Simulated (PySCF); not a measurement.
# F (fluorine, neutral) across methods

[He] 2s2 2p5, 2P determinant. Computed with PySCF 2.14 in aug-cc-pV5Z, with the non-relativistic Hamiltonian (point nucleus).

```json
{"method": "PBE", "E (hartree)": "-99.6756", "mean ε 2s β (eV)": "-28.596", "mean ε 2p α (eV)": "-11.867", "mean ε 2p β (eV)": "-10.307", "Σ⟨r²⟩ (bohr²)": "10.73", "⟨S²⟩": "0.752"}
{"method": "UHF", "E (hartree)": "-99.41609", "mean ε 2s β (eV)": "-40.189", "mean ε 2p α (eV)": "-20.940", "mean ε 2p β (eV)": "-18.500", "Σ⟨r²⟩ (bohr²)": "10.25", "⟨S²⟩": "0.754"}
{"method": "PW91", "E (hartree)": "-99.7419", "mean ε 2s β (eV)": "-28.657", "mean ε 2p α (eV)": "-11.956", "mean ε 2p β (eV)": "-10.402", "Σ⟨r²⟩ (bohr²)": "10.72", "⟨S²⟩": "0.751"}
{"method": "r2SCAN", "E (hartree)": "-99.7332", "mean ε 2s β (eV)": "-29.558", "mean ε 2p α (eV)": "-12.512", "mean ε 2p β (eV)": "-10.789", "Σ⟨r²⟩ (bohr²)": "10.51", "⟨S²⟩": "0.753"}
{"method": "LDA", "E (hartree)": "-99.1144", "mean ε 2s β (eV)": "-28.551", "mean ε 2p α (eV)": "-12.059", "mean ε 2p β (eV)": "-10.365", "Σ⟨r²⟩ (bohr²)": "10.76", "⟨S²⟩": "0.751"}
{"method": "PBE0", "E (hartree)": "-99.6816", "mean ε 2s β (eV)": "-31.761", "mean ε 2p α (eV)": "-14.299", "mean ε 2p β (eV)": "-12.567", "Σ⟨r²⟩ (bohr²)": "10.54", "⟨S²⟩": "0.752"}
{"method": "BHandHLYP", "E (hartree)": "-99.7495", "mean ε 2s β (eV)": "-34.887", "mean ε 2p α (eV)": "-16.732", "mean ε 2p β (eV)": "-14.883", "Σ⟨r²⟩ (bohr²)": "10.45", "⟨S²⟩": "0.752"}
{"method": "HSE06", "E (hartree)": "-99.6914", "mean ε 2s β (eV)": "-31.304", "mean ε 2p α (eV)": "-13.872", "mean ε 2p β (eV)": "-12.167", "Σ⟨r²⟩ (bohr²)": "10.54", "⟨S²⟩": "0.752"}
```
